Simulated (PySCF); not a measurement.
## Radial density of Be⁺ (beryllium, charge +1)

UHF, [He] 2s1, 2S determinant. Calculation: PySCF 2.14, in cc-pVTZ (4s3p2d1f, 30 functions); the non-relativistic Hamiltonian (point nucleus).

```csv
r (bohr),4πr²ρ (e/bohr),4πr²(ρα − ρβ)
0.00547,0.01259,0.0003
0.00920,0.03469,0.0009
0.0155,0.09313,0.0025
0.0260,0.2425,0.0064
0.0438,0.5956,0.0155
0.0736,1.333,0.0342
0.124,2.545,0.0629
0.208,3.759,0.0828
0.350,3.654,0.0518
0.589,1.806,-0.0022
0.991,0.4501,0.1456
1.67,0.4687,0.4602
2.80,0.2992,0.2992
4.72,0.02673,0.0267
7.93,7.855e-05,0.0001
```

**Question.** Where is the radial spin density 4πr²(ρα − ρβ) most negative, and why is it negative at all?

**Answer.** Around r = 0.589 bohr, down to -0.0022 e/bohr: exchange with the open shell polarises the paired shells in an unrestricted calculation.
